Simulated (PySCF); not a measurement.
# Polarisability and C₆ of Sb (antimony, neutral)

[Kr] 4d10 5s2 5p3, high-spin 4S determinant. Computed with PySCF 2.14 in aug-cc-pVQZ-PP with one added diffuse shell each of s, p, d, f, g type with ECP28MDF (8s8p6d4f3g, 117 functions), with a scalar-relativistic core potential. Coupled (time-dependent) response in atomic units; α is the mean over directions.

```csv
method,mean α (bohr³),C₆ (like pair),S(−4)
UHF,44.30,486.2,506.5
PBE,48.12,527.4,709.2
PBE0,45.82,500.0,597.1
```

S(−4) is the Cauchy moment in α(ω) = α(0) + S(−4) ω² + …

Reference α: 43 ± 2 bohr³ (recommended; Schwerdtfeger and Nagle, table of static dipole polarizabilities (2023 update)). Published C₆: 492.0 (Chu and Dalgarno (2004); Tang, Norbeck and Certain (1976)).

α(iu) at PBE:

```json
{"u (hartree)": "0", "α(iu) (bohr³)": "48.12"}
{"u (hartree)": "0.0500", "α(iu) (bohr³)": "46.44"}
{"u (hartree)": "0.100", "α(iu) (bohr³)": "42.23"}
{"u (hartree)": "0.200", "α(iu) (bohr³)": "32.02"}
{"u (hartree)": "0.300", "α(iu) (bohr³)": "23.73"}
{"u (hartree)": "0.500", "α(iu) (bohr³)": "13.88"}
{"u (hartree)": "0.750", "α(iu) (bohr³)": "8.235"}
{"u (hartree)": "1.00", "α(iu) (bohr³)": "5.539"}
{"u (hartree)": "1.50", "α(iu) (bohr³)": "3.132"}
{"u (hartree)": "2.00", "α(iu) (bohr³)": "2.081"}
{"u (hartree)": "3.00", "α(iu) (bohr³)": "1.143"}
{"u (hartree)": "5.00", "α(iu) (bohr³)": "0.5002"}
```

A single London oscillator, α(iu) = α/(1 + u²/ω²), gives C₆ = (3/4) ω α². Matching the computed C₆ needs ω = 4 × 527.4 / (3 × 48.12²) = 0.304 hartree.

Energies and moments cover only the electrons outside the core potential.
